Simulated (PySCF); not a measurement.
Molecule: `C=C=C=CC(F)F`, C$_{5}$H$_{4}$F$_{2}$.

Cartesian coordinates in Å; atom numbers follow the order of the lines, from 1:
```xyz
11

C     2.820   -0.236   -0.200
C     1.552   -0.169    0.105
C     0.332   -0.100    0.408
C    -0.943   -0.020    0.702
C    -1.992    0.226   -0.337
F    -2.989   -0.693   -0.244
F    -2.593    1.434   -0.143
H     3.574   -0.401    0.552
H     3.156   -0.129   -1.219
H    -1.306   -0.114    1.716
H    -1.606    0.206   -1.367
```

Frames of a GFN2-xTB Langevin trajectory at 300 K; GIAO PBE0/pcSseg-1 shieldings in PySCF, gas phase, non-relativistic; equivalent atoms averaged within each frame.

Chemical shifts δ = σref − σ; TMS for $^{13}$C (σref 186.93) and $^{1}$H (σref 31.72); CFCl3 for $^{19}$F (σref 170.95), all at this level. The references are static minima.

Task: How do the shifts (ppm) fluctuate along the trajectory?

Result: 
| time (fs) | C2 | C3 | C5 | C4 | C1 | F6/F7 | H11 | H10 | H8/H9 |
| --- | --- | --- | --- | --- | --- | --- | --- | --- | --- |
| optimised geometry | 185.7 | 186.7 | 121.5 | 114.5 | 108.1 | -121.7 | 6.33 | 6.23 | 5.96 |
| 250 | 185.8 | 179.0 | 115.9 | 113.5 | 108.2 | -126.7 | 6.17 | 5.99 | 5.97 |
| 425 | 178.6 | 188.2 | 119.4 | 117.4 | 103.7 | -119.5 | 6.35 | 6.24 | 5.51 |
| 625 | 195.9 | 193.8 | 124.2 | 119.8 | 111.7 | -111.6 | 6.43 | 5.65 | 6.31 |
| 800 | 195.9 | 193.9 | 125.2 | 110.6 | 111.1 | -112.8 | 7.15 | 5.04 | 6.70 |
| 1000 | 197.5 | 190.9 | 118.3 | 114.0 | 112.8 | -130.2 | 6.52 | 6.06 | 6.74 |
| mean of frames | 190.7 | 189.2 | 120.6 | 115.1 | 109.5 | -120.2 | 6.52 | 5.80 | 6.24 |
| standard deviation | 8.2 | 6.2 | 4.0 | 3.5 | 3.6 | 8.2 | 0.37 | 0.47 | 0.52 |

5 frames give an uncertainty of the mean of about the standard deviation over 2.2 at best, since frames this close in time may not be independent; classical motion lacks zero-point vibration, and the reference would need the same averaging.
